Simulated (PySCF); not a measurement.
From one molecule to another.

First species: p-toluidine, C7H9N.
Atom-mapped SMILES: `[CH3:1][c:2]1[cH:3][cH:4][c:5]([NH2:6])[cH:7][cH:8]1` (hydrogens: H9, H10, H11 on C1; H12 on C3; H13 on C4; H14, H15 on N6; H16 on C7; H17 on C8)

Structure used (GFN2-xTB), in Å, numbered top down from 1:
```xyz
17
C7H9N angstrom
C     -2.6711   -0.3896    0.0570
C     -1.1835   -0.1978    0.0320
C     -0.4599   -0.3801   -1.1398
C      0.9061   -0.1843   -1.1758
C      1.5961    0.2012   -0.0274
N      2.9748    0.3231   -0.0370
C      0.8734    0.3861    1.1502
C     -0.4927    0.1883    1.1734
H     -3.0060   -0.6854    1.0487
H     -3.1776    0.5404   -0.2064
H     -2.9746   -1.1508   -0.6587
H     -0.9749   -0.6802   -2.0416
H      1.4524   -0.3341   -2.0968
H      3.3964    0.4764   -0.9391
H      3.3726    0.8788    0.7033
H      1.3939    0.6844    2.0495
H     -1.0324    0.3358    2.0984
```

Second species: C2H3PS.
InChI=1S/C2H3PS/c4-3-1-2-3/h1-3H

Levels: CAM-B3LYP/def2-SVPD for dipole moment, HOMO energy, LUMO energy, HOMO–LUMO gap, static isotropic polarisability and electronic spatial extent ⟨r²⟩ about the centre of nuclear charge; TDDFT CAM-B3LYP/def2-SVPD for lowest singlet excitation; TDA CAM-B3LYP/def2-SVPD for lowest triplet excitation (Tamm–Dancoff); GFN2-xTB for rotational constant A and rotational constant C. Geometries: GFN2-xTB. All species are isolated and taken at one optimised geometry, non-relativistic unless stated. Electronic properties by PySCF.

Dipoles, sizes and rotational constants follow the conformer. The torsions of the flexible species, by atom-mapped SMILES:
- `[CH3:1][c:2]1[cH:3][cH:4][c:5]([NH2:6])[cH:7][cH:8]1`: H–N6–C5–C4 23°, H–N6–C5–C4 161°

(1) Which has the higher rotational constant A?

(2) Which has the higher HOMO energy?

(3) Which of the two has the higher S1 energy, and by how much?

(4) Which of the two has the higher rotational constant C, and by how much?

(5) Which of the two has the higher LUMO energy, and by how much?

(6) Which of the two has the higher ⟨r²⟩, and by how much?

(7) Which has the higher dipole moment?

(8) Which of the two has the higher static isotropic polarisability, and by how much?

Answers

(1) The second: 16.534 GHz against 5.519 GHz, a difference of 11.015 GHz.

(2) The first: -6.90 eV against -7.90 eV, a difference of 1.00 eV.

(3) The first: 4.77 eV against 4.53 eV, a difference of 0.24 eV.

(4) The second: 2.860 GHz against 1.175 GHz, a difference of 1.685 GHz.

(5) The first: 0.99 eV against -0.06 eV, a difference of 1.05 eV.

(6) The first: 1020 bohr² against 461 bohr², a difference of 559 bohr².

(7) The second: 4.29 D against 1.34 D, a difference of 2.95 D.

(8) The first: 90.5 au against 67.2 au, a difference of 23.3 au.

On the first: The vertical singlet–triplet gap S1 − T1 is 0.90 eV (TDDFT singlet less Tamm–Dancoff triplet; S1: HOMO→LUMO, weight 0.90; T1: HOMO→LUMO, weight 0.80). The dipole equals about 4.5 × 10⁻³⁰ C·m (1 D = 3.33564 × 10⁻³⁰ C·m).

On the second: In atomic units the dipole is 1.69 e·bohr (1 au = 2.5417 D). No computed singlet falls in the visible range (750 to 380 nm, 1.65 to 3.26 eV); S1 lies 1.27 eV above its blue end.
